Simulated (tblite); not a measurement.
Q: Give a GFN2-xTB geometry of `CCO[SiH2]/C=C\OC`.

A: 
```xyz
20
C5H12O2Si angstrom
C      2.946    1.005   -0.698
C      1.577    0.349   -0.593
O      1.687   -0.840    0.136
Si     0.525   -1.831    0.681
C     -0.761   -0.946    1.738
C     -1.678   -0.136    1.223
O     -1.730    0.119   -0.116
C     -2.891    0.764   -0.576
H      2.875    1.934   -1.257
H      3.332    1.215    0.297
H      3.639    0.337   -1.203
H      1.182    0.129   -1.592
H      0.869    1.022   -0.094
H     -0.168   -2.504   -0.425
H      1.350   -2.721    1.488
H     -0.768   -1.072    2.809
H     -2.422    0.387    1.822
H     -2.724    0.989   -1.628
H     -3.770    0.117   -0.479
H     -3.075    1.696   -0.030
```

Orientation and origin are arbitrary. Atoms count from 1 in this order. The C–O distances run from 1.364 Å (C6–O7, drawn single) to 1.405 Å (O7–C8, drawn single), a spread of 0.041 Å. The 2 C–C bonds span 1.327 Å (C5=C6, drawn double) to 1.522 Å (C1–C2, drawn single), a spread of 0.195 Å. Of the pairs four or more bonds apart, H17···H20 is among the closest relative to their van der Waals radii: 2.36 Å, 98 % of the sum of Bondi's values. Si4 (oxygen-bound silicon) is distorted tetrahedral (angles from 98.8° to 113.9°).

Bonds between heavy atoms (Å): C1–C2 1.522, C2–O3 1.399, O3–Si4 1.622, Si4–C5 1.885, C5=C6 1.327, C6–O7 1.364, O7–C8 1.405.

The geometry is computed with GFN2-xTB (gas phase).

Point group: C1 (no symmetry element, even within 0.4 Å). Its GFN2-xTB frequencies are all real (lowest 23 cm⁻¹). The numbers are those of one conformer (C1–C2–O3–Si4 172°, C2–O3–Si4–C5 -55°, O3–Si4–C5–C6 74°, C5–C6–O7–C8 168°).

Hardware: one thread, Arm Neoverse V1 (aarch64), shared host. Cost: 0.69 s. This is the geometry optimisation.
